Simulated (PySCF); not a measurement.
A structure optimised at PBE-D3(BJ)/def2-SVP, used in a PySCF frequency run:

```
C
H 1 1.1098
H 1 1.1138 2 108.09
O 1 1.4304 2 107.27 3 -118.19
B 4 1.3739 1 120.35 2 158.64
O 5 1.3758 4 120.49 1 -2.08
H 6 0.9729 5 110.57 4 -178.99
O 5 1.3766 4 119.41 1 178.05
H 8 0.9738 5 110.29 4 -0.64
C 1 1.5029 2 110.37 3 119.66
C 10 1.3431 1 124.52 2 -1.66
H 11 1.1013 10 121.75 1 -178.64
H 11 1.1035 12 116.94 10 -179.55
H 10 1.1049 11 120.30 12 0.44
```
Charge 0, spin multiplicity 1.

Question: Write its SMILES and formula.

Answer: C=CCOB(O)O, C3H7BO3

Question: What are its rotational constants (standard atomic weights)?

Answer: 6.1101, 1.3556, 1.2553 GHz
